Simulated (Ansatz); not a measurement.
Gas-phase reaction in SMILES: CCCCC[CH]O → CCCCCC[O]
Structures are relaxed separately at B3LYP-D3(BJ)/def2-TZVP in Ansatz (a quantum-chemistry and plane-wave program), one conformer each, not searched for the lowest. Frequencies are from Ansatz.

Wanted: isomerisation energy (enthalpy at 298 K, with B3LYP-D3(BJ) rigid-rotor harmonic-oscillator terms), in kcal/mol. Valence correlation only, unless marked. Open shells are spin-unrestricted. Spin-orbit coupling is left out. Non-relativistic. Basis-set limits of correlation are two-point, X^-3; Hartree-Fock from the larger set. The bracket is a focal-point correction in the basis named.

RI-MP2/CBS(cc-pVTZ,cc-pVQZ)+[CCSD(T)-MP2]/cc-pVTZ (Ansatz) gives 9.9 kcal/mol.

**Question.** Another calculation gave 12.2 kcal/mol. Which level was it?
A) BHLYP/def2-TZVPD (Ansatz)
B) PBE/def2-TZVPD (Ansatz)
C) SVWN5/def2-TZVPD (Ansatz)

**Answer.** C, SVWN5/def2-TZVPD (Ansatz). The others give 8.5 (PBE), 4.5 (BHLYP) kcal/mol.
